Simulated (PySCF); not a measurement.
Bi(F)(Me)2 (C₂H₆BiF), SMILES [CH3][Bi]([CH3])[F].

Coordinates come from a B3LYP-D3(BJ)/def2-SVP optimisation. The structure was generated by enumeration; whether it is a known compound was not checked. The def2 effective core potentials stand for the cores of Bi; spin–orbit coupling is left out.

Two levels are set side by side: PBE/def2-TZVP (PySCF) and B3LYP/def2-TZVP (PySCF). Same geometry, gas phase. Differences are taken from unrounded values.

```tsv
quantity	B3LYP
orbital gap (eV)	5.52
highest occupied level (eV)	-7.01
lowest empty level (eV)	-1.50
dipole moment (D)	3.46
mean polarisability (bohr³)	72.2
```

Problem. What does PBE give, and how far is it from B3LYP? (The exact figures need the calculation; the answer reports its results.)

Solution. 
| quantity | PBE | PBE minus B3LYP |
|---|---|---|
| orbital gap (eV) | 4.11 | -1.40 |
| highest occupied level (eV) | -6.11 | 0.90 |
| lowest empty level (eV) | -2.00 | -0.50 |
| dipole moment (D) | 3.23 | -0.23 |
| mean polarisability (bohr³) | 73.3 | 1.2 |

Without exact exchange PBE keeps part of each electron's self-repulsion, which lifts occupied levels and narrows the gap. Differences between two approximate levels are no errors against the true value.

Rough cost on one machine, each run with all the roots and properties that it gave: B3LYP against PBE within a factor of 2.
